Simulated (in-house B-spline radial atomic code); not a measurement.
The rubidium ion Rb⁺ is squeezed into an impenetrable sphere of radius R (the orbitals vanish at R). No spin polarisation. Method: scalar-relativistic (X2C) PBE, spherical fractional occupations, Fermi nucleus of rms radius 4.2036 fm. Calculated with a radial B-spline atomic code at the basis-set limit.

Energies in eV above the free ion in [Ar] 3d10 4s2 4p6:

```
R (bohr)  highest level (eV)  [Ar] 3d10 4s2 4p6  [Ar] 3d9 4s2 4p6 4f1  [Ar] 3d10 4s1 4p6 4f1
    7.79               -21.6          0.0004799                 123.2                  43.47
    6.32               -21.6            0.01383                 125.8                  46.07
    5.17               -21.4             0.1822                 129.8                  50.05
    4.38               -20.8               1.03                 134.9                  55.23
     3.5                 -18              6.999                   148                  69.28
    3.29               -16.4              11.09                 154.4                  76.17
    2.75               -8.73               36.8                 188.1                  111.7
    2.37                3.34              87.74                 248.1                  172.6
    1.79                  54              361.3                 550.5                  464.7
    1.27                 237               1602                  1862                   1686
```

Problem. Does [Ar] 3d9 4s2 4p6 4f1 fall below [Ar] 3d10 4s2 4p6 under compression?

Solution. No, it stays above over the whole range.

Problem. Does [Ar] 3d10 4s1 4p6 4f1 fall below [Ar] 3d10 4s2 4p6 under compression?

Solution. No, it stays above over the whole range.

The highest level is first positive in the row R = 2.37 bohr, pushed up by confinement above the zero of the free ion's potential. Each configuration is held fixed and needn't be the lowest in the sphere.
